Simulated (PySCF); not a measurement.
## Molecular orbitals of SrN

UHF at R = 2.408 Å; PySCF, scalar-relativistic core potentials, basis sets Sr def2-SVPD with ECP28, N def2-SVPD. State: ⁴Σ⁻ (quartet), unpaired electrons σ ↑, π ↑↑. Only the outer orbitals are listed, counted within each symmetry, core potentials removing the inner ones.

```
spin  orbital  occ.  ε (eV)  on Sr (%)   main shells (%)
   α       3σ     1  -30.05         87   87 Sr p, 12 N s
   α       1π     1  -29.83        100          100 Sr p
   α       1π     1  -29.83        100          100 Sr p
   α       4σ     1  -26.08         14   86 N s, 12 Sr p
   α       2π     1  -11.59          4            96 N p
   α       2π     1  -11.59          4            96 N p
   α       5σ     1  -10.00         11            87 N p
   α       6σ     1   -5.33         98  81 Sr s, 15 Sr p
   α       3π     0    0.11        100   92 Sr p, 8 Sr d
   α       3π     0    0.11        100   92 Sr p, 8 Sr d
   α       7σ     0    0.65         99  68 Sr p, 27 Sr d
   β       1π     1  -29.75        100          100 Sr p
   β       1π     1  -29.75        100          100 Sr p
   β       3σ     1  -29.62         97           97 Sr p
   β       4σ     1  -18.77          7            93 N s
   β       5σ     1   -7.57         18            79 N p
   β       6σ     0    0.04        100   87 Sr s, 9 Sr p
   β       2π     0    0.64        100           99 Sr p
   β       2π     0    0.64        100           99 Sr p
```

Task: Which are the highest filled and the lowest empty level, where do they sit, and how wide is the gap?

Result: Highest filled α 6σ at -5.33 eV (in %: 81 Sr s, 15 Sr p); lowest empty β 6σ at 0.04 eV (in %: 87 Sr s, 9 Sr p); the gap at UHF is 5.37 eV. An empty level above zero is unbound, and its energy depends on the basis.

```json
{
  "bond order (Mayer)": "0.71",
  "⟨S²⟩": "3.768",
  "charge on Sr (Mulliken, basis-dependent)": "0.59",
  "charge on Sr (Löwdin, basis-dependent)": "0.58",
  "dipole moment (positive dipole means Sr(−)N(+))": "-4.26 D"
}
```

Spin–orbit coupling is left out. The state was picked by a PBE0 search and need not be the measured ground state.
